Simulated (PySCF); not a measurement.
Two-component Hartree-Fock for Sm⁵⁵⁺ (samarium, charge +55)

Start: [He] 2s2 2p3; 2p1/2 filled at m_j = -1/2, +1/2; 2p3/2 filled at m_j = +3/2. Calculated with PySCF 2.14 in an even-tempered Gaussian basis (17 s from 36 bohr⁻², ratio 2.4; 13 p from 46 bohr⁻², ratio 2.4; 5 d from 160 bohr⁻², ratio 2.6; 4 f from 230 bohr⁻², ratio 2.6): generalised Hartree-Fock with the X2C-1e Hamiltonian and a Gaussian nucleus; one run each with spin-orbit coupling (SO) switched off, then screened by Boettger's factors.

```
spinor shell  electrons  ε, spin-free (eV)  ε, screened SO (eV)  weight of nominal j (screened SO)  rms radius, screened SO (bohr)
       1s1/2          2           -52183.5             -52154.7                              1.000                          0.0258
       2s1/2          2           -12244.8             -12236.2                              1.000                           0.101
       2p1/2          2           -11582.7             -11990.6                              1.000                          0.0860
       2p3/2          1           -11582.7             -11348.3                              1.000                          0.0915
```

```tsv
quantity	spin-free	screened SO
E (hartree)	-6292.63808	-6316.84215
M_J	3/2	3/2
⟨J²⟩	3.750	3.750
⟨L²⟩	0.000	2.541
⟨S²⟩	3.750	1.487
```

Each row is a mean over spinors that exchange with the open shell spreads, by up to 56.525 eV (2s1/2).

Breit and QED terms are absent; they matter most for the inner s and p1/2 levels.

Densities and radii are taken from the X2C orbitals without a picture-change correction, which distorts them close to the nucleus.

Without spin-orbit coupling the j labels of p, d and f shells carry no meaning; the spin-free column gives the mean over the occupied spinors of each nl shell.
